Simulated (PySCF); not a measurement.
A structure optimised at PBE-D3(BJ)/def2-SVP, used in a PySCF frequency run:

```xyz
13

C      1.6407    -0.0660     1.3734
C      1.2698     0.5565     0.2435
C     -0.0884     0.4683    -0.4095
F      0.1063     0.4645    -1.8020
C     -0.8822    -0.7471    -0.0270
C     -2.0088    -0.7174     0.7023
H      0.9491    -0.7302     1.9170
H      2.6456     0.0769     1.7991
H      1.9696     1.2266    -0.2871
H     -0.6699     1.3904    -0.1667
H     -0.4567    -1.7049    -0.3745
H     -2.4384     0.2353     1.0552
H     -2.5432    -1.6396     0.9784
```
Charge 0, spin multiplicity 1.

**Question.** Write its SMILES and formula.

**Answer.** C=CC(F)C=C, C5H7F

**Question.** What are its rotational constants (standard atomic weights)?

**Answer.** 4.1491, 3.1735, 1.9558 GHz
